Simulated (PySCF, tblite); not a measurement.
Species: C₅H₉NOSi.
Numbering: `[CH2:1]=[CH:2][C@H:3]([CH3:4])[O:5][SiH2:6][C:7]#[N:8]` (hydrogens: H9, H10 on C1; H11 on C2; H12 on C3; H13, H14, H15 on C4; H16, H17 on Si6)

Jobs on this species (17 atoms, 68 electrons) with PySCF (density fitting) and tblite. Hardware of each: one thread, Arm Neoverse N1 (aarch64), shared host. The host was shared with other jobs, so the times are rough.

Question: Rank these jobs by wall time, shortest first.
A. CAM-B3LYP/def2-SVPD; 8 singlets by full TDDFT, 3 Tamm–Dancoff triplets, polarisability, density and orbital grids written; 239 basis functions
B. GFN2-xTB; Hessian by finite differences
C. PBE0/pcSseg-1; shieldings, charges and field gradients; 188 basis functions
D. GFN2-xTB; L-BFGS relaxation

Answer: B (1.0 s), D (1.9 s), C (54 s), A (2.2 min).

All jobs:

| level and settings | work | basis functions | SCF cycles | wall time |
| --- | --- | --- | --- | --- |
| GFN2-xTB | Hessian by finite differences | – | – | 1.0 s |
| GFN2-xTB | L-BFGS relaxation | – | – | 1.9 s |
| PBE0/pcSseg-1 | shieldings, charges and field gradients | 188 | 14 | 54 s |
| CAM-B3LYP/def2-SVPD | 8 singlets by full TDDFT, 3 Tamm–Dancoff triplets, polarisability, density and orbital grids written | 239 | 14 | 2.2 min |

What do all jobs in the table cost together?

About 3.1 min; the longest takes about 70 % of that, and about 130 times as long as the shortest.
